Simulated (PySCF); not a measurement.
C2H8AlBrN2, SMILES C[N](C)[Al]([NH2])[Br]. Atoms are numbered in the order given.

```xyz
14

Al    -0.0084     0.6295    -0.2720
Br    -1.1000    -1.3266    -0.5273
N     -0.4833     1.9817    -1.3041
H     -1.2196     1.9170    -1.9988
H     -0.0850     2.9138    -1.3058
N      1.2748     0.7326     0.9475
C      1.6870    -0.3616     1.8037
C      2.0238     1.9504     1.1832
H      2.7551    -0.6174     1.6554
H      1.5556    -0.1141     2.8759
H      1.0943    -1.2652     1.5939
H      1.9093     2.3100     2.2253
H      3.1084     1.8095     1.0036
H      1.6838     2.7607     0.5176
```

Coordinates come from a ωB97X-D3(BJ)/def2-SVP optimisation. The values are those of a single conformer.

Level of theory: r2SCAN/def2-TZVP (PySCF).

ESP charges are fitted to the potential on shells at 1.4 to 2.0 van der Waals radii. Atomic charges (e):

```
atom  Löwdin  ESP fit  Mulliken    IAO
----  ------  -------  --------  -----
Al1    -0.37        …      0.55   1.02
Br2     0.27    -0.25     -0.28  -0.32
N3     -0.26        …     -0.67  -0.90
H4      0.17     0.40      0.24   0.28
H5      0.16     0.40      0.23   0.27
N6     -0.01    -0.03     -0.22  -0.54
C7     -0.32        …     -0.24  -0.29
C8     -0.32        …     -0.23  -0.29
H9      0.11     0.16      0.10   0.12
H10     0.11     0.16      0.10   0.12
H11     0.12     0.14      0.13   0.15
H12     0.11     0.11      0.10   0.13
H13     0.11     0.11      0.10   0.13
H14     0.12     0.13      0.09   0.13
```

Question: Some entries are withheld; supply them. (Estimate from the structure and the level; the computed values follow.)

Answer: 
- Al1, ESP fit: 0.69
- N3, ESP fit: -1.11
- C7, ESP fit: -0.55
- C8, ESP fit: -0.37
